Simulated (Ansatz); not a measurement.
Ligand exchange: Si(CH3)3Cl + C3H10OSi → Si(CH3)2(SiH3)Cl + C4H10O

Species: Si(CH3)3Cl (chlorotrimethylsilane), singlet; C3H10OSi `CC(C)O[SiH3]`, singlet; Si(CH3)2(SiH3)Cl, singlet; C4H10O (2-methoxypropane) `COC(C)C`, singlet. The partners trade CH3 for SiH3: Si–CH3 and O–SiH3 bonds give way to Si–SiH3 and O–CH3.

Shapes, held fixed at every level: PBE0-D4/def2-TZVP. Flexible molecules stand in one conformer, not always the lowest. Programs: Ansatz 0.2.0. Electronic energies: no zero-point or thermal term.

Estimate ΔE of this reaction.

The highest level, CCSD(T)/CBS estimate, gives ΔE = +183.4 kJ/mol; the levels span +155.8 to +185.7. The column of differences is taken from that level and isn't an error. No measured value is set beside it here. The CBS estimate extrapolates MP2 from def2-TZVPP and def2-QZVPP and adds CCSD(T) − MP2 in the triple-zeta set, cores frozen.

```
               level                    kind  ΔE (kJ/mol)  less CCSD(T)/CBS estimate
   PBE-D4/def2-TZVPP                     GGA       +155.8                      -27.6
r2SCAN-D4/def2-TZVPP                meta-GGA       +177.0                       -6.4
  wB97M-V/def2-TZVPP  range-separated hybrid       +185.7                       +2.3
  wB97X-V/def2-TZVPP  range-separated hybrid       +175.6                       -7.8
   B2PLYP/def2-TZVPP           double hybrid       +183.6                       +0.2
  CCSD(T)/def2-TZVPP   coupled cluster or CI       +180.3                       -3.1
     CCSD/def2-TZVPP   coupled cluster or CI       +183.1                       -0.3
CCSD(T)/CBS estimate   coupled cluster or CI       +183.4                        0.0
```
